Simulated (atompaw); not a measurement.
# Scattering properties, PAW (atompaw) potential for Li

atompaw 4.2.0.5 input, output lines left out:

```
Li 3
GGA-PBESOL scalarrelativistic loggrid 1500 logderivrange -6 5 276
2 2 0 0 0 0
2 0 1
2 1 0
0 0 0
v
v
v
1
3.00 2.85 2.75 2.90
n
y
1.4
n
bloechl besselshape
2 -0.5 troulliermartins
```

The phase is arctan(r·u′/u) with u = r·R(r), unwrapped; energies in Ry, scanned from -6 to 5 Ry. A pole is an energy at which the radial function vanishes at the test radius. The pseudo phase is shifted by a multiple of π to meet the all-electron one at the reference energy, and phase errors are pseudo minus all-electron; the curves can meet again beyond the range given. Levels narrower than the energy grid can be missing from the lists of poles.

```csv
channel,radius (bohr),reference energy (Ry),"poles, all-electron","poles, pseudo",unbroken range about the reference energy with phases within 0.05 rad,phase error 1 Ry above the reference energy (rad)
s,3.00,-0.21,1.03,1.12,below 1.8,+0.015
p,3.00,-0.08,"0.96, 4.67","0.96, 4.80",the whole range,+0.000
```

Phases in the p channel:

| E (Ry) | all-electron | pseudo |
| --- | --- | --- |
| -6.00 | 1.433 | 1.433 |
| -5.52 | 1.426 | 1.427 |
| -5.04 | 1.419 | 1.419 |
| -4.56 | 1.411 | 1.411 |
| -4.08 | 1.402 | 1.402 |
| -3.60 | 1.390 | 1.390 |
| -3.12 | 1.376 | 1.376 |
| -2.64 | 1.358 | 1.358 |
| -2.16 | 1.333 | 1.333 |
| -1.68 | 1.298 | 1.298 |
| -1.20 | 1.241 | 1.241 |
| -0.72 | 1.127 | 1.127 |
| -0.24 | 0.772 | 0.772 |
| 0.24 | -0.802 | -0.802 |
| 0.72 | -1.457 | -1.457 |
| 1.20 | -1.651 | -1.651 |
| 1.68 | -1.815 | -1.815 |
| 2.16 | -2.167 | -2.164 |
| 2.64 | -3.662 | -3.634 |
| 3.12 | -4.388 | -4.377 |
| 3.60 | -4.565 | -4.556 |
| 4.08 | -4.648 | -4.639 |
| 4.56 | -4.702 | -4.691 |
